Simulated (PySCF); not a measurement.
HClSi, charge +1, doublet, at a GFN2-xTB geometry (a state made from the parent by changing its charge; the spin is typed, not shown lowest); DF-HF/def2-QZVP run with PySCF.

Input for PySCF:
```python
from pyscf import gto, scf

mol = gto.Mole()
mol.atom = '''
    Si    0.861351   -0.219520    0.442743
    H     2.208714   -0.511862   -0.052597
    Cl   -0.839272    0.210890   -0.361518
'''
mol.basis = 'def2-qzvp'
mol.charge = 1
mol.spin = 1
mol.verbose = 4
mol.build()

mf = scf.UHF(mol)
mf = mf.density_fit(auxbasis='def2-universal-jkfit')
mf.kernel()
mf.analyze()
```

Problem. Write the output that PySCF gives for this input, abridged.

Solution. 
```
PySCF version 2.14.0

[INPUT] verbose = 4
[INPUT] num. atoms = 3
[INPUT] num. electrons = 31
[INPUT] charge = 1
[INPUT] spin (= nelec alpha-beta = 2S) = 1
[INPUT] symmetry False subgroup None
[INPUT] Mole.unit = angstrom
[INPUT] Symbol           X                Y                Z      unit          X                Y                Z       unit  Magmom
[...]
nuclear repulsion = 73.1770810861835
number of shells = 54
number of NR pGTOs = 243
number of NR cGTOs = 170
basis = def2-qzvp
ecp = {}

******** <class 'pyscf.df.df_jk.DFUHF'> ********
method = DFUHF
initial guess = minao
damping factor = 0
level_shift factor = 0
DIIS = <class 'pyscf.scf.diis.CDIIS'>
diis_start_cycle = 1
diis_space = 8
diis_damp = 0
SCF conv_tol = 1e-09
SCF conv_tol_grad = None
SCF max_cycles = 50
direct_scf = False
number electrons alpha = 16  beta = 15
Set gradient conv threshold to 3.16228e-05
******** <class 'pyscf.df.df.DF'> ********
auxbasis = def2-universal-jkfit
init E= -749.076736764368

cycle= 1 E= -748.665125249497  delta_E= 0.412  |g|= 0.296  |ddm|= 1.17
cycle= 2 E= -748.734372379699  delta_E= -0.0692  |g|= 0.147  |ddm|= 0.694
cycle= 3 E= -748.74472212501  delta_E= -0.0103  |g|= 0.038  |ddm|= 0.12
cycle= 4 E= -748.746403627018  delta_E= -0.00168  |g|= 0.0144  |ddm|= 0.0836
cycle= 5 E= -748.746780259576  delta_E= -0.000377  |g|= 0.00557  |ddm|= 0.0368
cycle= 6 E= -748.746849780686  delta_E= -6.95e-05  |g|= 0.00268  |ddm|= 0.0117
cycle= 7 E= -748.746871102386  delta_E= -2.13e-05  |g|= 0.00116  |ddm|= 0.00666
cycle= 8 E= -748.746875340733  delta_E= -4.24e-06  |g|= 0.000391  |ddm|= 0.00378
cycle= 9 E= -748.746875751646  delta_E= -4.11e-07  |g|= 0.00016  |ddm|= 0.00114
cycle= 10 E= -748.746875822853  delta_E= -7.12e-08  |g|= 6.6e-05  |ddm|= 0.000416
cycle= 11 E= -748.746875835337  delta_E= -1.25e-08  |g|= 2.55e-05  |ddm|= 0.000176
cycle= 12 E= -748.746875836875  delta_E= -1.54e-09  |g|= 8.9e-06  |ddm|= 5.26e-05
cycle= 13 E= -748.746875837047  delta_E= -1.72e-10  |g|= 3.04e-06  |ddm|= 1.83e-05
Extra cycle  E= -748.746875837057  delta_E= -1.08e-11  |g|= 1.87e-06  |ddm|= 3.03e-06
converged SCF energy = -748.746875837057  <S^2> = 0.75961627  2S+1 = 2.0095933
**** SCF Summaries ****
Total Energy =                        -748.746875837057473
Nuclear Repulsion Energy =              73.177081086183534
One-electron Energy =                -1173.510461192578305
Two-electron Energy =                  351.586504269337297
Two-electron Coulomb Energy =          399.666214201097944
[...]
spin_pop of  2 Cl 6px       0.00001
spin_pop of  2 Cl 6py      -0.00000
spin_pop of  2 Cl 6pz       0.00002
spin_pop of  2 Cl 7px       0.00010
spin_pop of  2 Cl 7py       0.00001
spin_pop of  2 Cl 7pz       0.00001
spin_pop of  2 Cl 3dxy      0.00023
spin_pop of  2 Cl 3dyz      0.00007
spin_pop of  2 Cl 3dz^2     0.00049
spin_pop of  2 Cl 3dxz     -0.00229
spin_pop of  2 Cl 3dx2-y2    0.00046
spin_pop of  2 Cl 4dxy     -0.00005
spin_pop of  2 Cl 4dyz      0.00002
spin_pop of  2 Cl 4dz^2     0.00012
spin_pop of  2 Cl 4dxz      0.00038
spin_pop of  2 Cl 4dx2-y2   -0.00003
spin_pop of  2 Cl 5dxy      0.00001
spin_pop of  2 Cl 5dyz     -0.00000
spin_pop of  2 Cl 5dz^2     0.00001
spin_pop of  2 Cl 5dxz      0.00000
spin_pop of  2 Cl 5dx2-y2    0.00003
spin_pop of  2 Cl 6dxy      0.00000
spin_pop of  2 Cl 6dyz      0.00000
spin_pop of  2 Cl 6dz^2     0.00001
spin_pop of  2 Cl 6dxz     -0.00002
spin_pop of  2 Cl 6dx2-y2    0.00001
spin_pop of  2 Cl 4f-3      0.00002
spin_pop of  2 Cl 4f-2      0.00006
spin_pop of  2 Cl 4f-1     -0.00000
spin_pop of  2 Cl 4f+0      0.00001
spin_pop of  2 Cl 4f+1      0.00006
spin_pop of  2 Cl 4f+2      0.00011
spin_pop of  2 Cl 4f+3      0.00003
spin_pop of  2 Cl 5f-3     -0.00000
spin_pop of  2 Cl 5f-2      0.00002
spin_pop of  2 Cl 5f-1      0.00000
spin_pop of  2 Cl 5f+0      0.00001
spin_pop of  2 Cl 5f+1      0.00004
spin_pop of  2 Cl 5f+2      0.00004
spin_pop of  2 Cl 5f+3     -0.00000
spin_pop of  2 Cl 5g-4      0.00000
spin_pop of  2 Cl 5g-3      0.00001
spin_pop of  2 Cl 5g-2      0.00000
spin_pop of  2 Cl 5g-1      0.00000
spin_pop of  2 Cl 5g+0      0.00001
spin_pop of  2 Cl 5g+1      0.00000
spin_pop of  2 Cl 5g+2      0.00001
spin_pop of  2 Cl 5g+3      0.00001
spin_pop of  2 Cl 5g+4      0.00000
 ** Mulliken Spin Density (per atom)  **
spin density of  0 Si =      0.78557
spin density of  1 H =      0.13860
spin density of  2 Cl =      0.07582
 ** Mulliken pop alpha/beta on meta-lowdin orthogonal AOs **
 ** Mulliken pop       alpha | beta **
In total            16.00000 | 15.00000
 ** Mulliken atomic charges   ( Nelec_alpha | Nelec_beta ) **
charge of  0Si =      1.04753  (     6.86902      6.08345 )
charge of  1H =     -0.00395  (     0.57128      0.43267 )
charge of  2Cl =     -0.04358  (     8.55970      8.48388 )

WARN: System has nonzero charge 1; the dipole moment is origin-dependent.
Location of origin: [0. 0. 0.]

Dipole moment(X, Y, Z, Debye):  3.50300, -0.86366,  1.12338
```
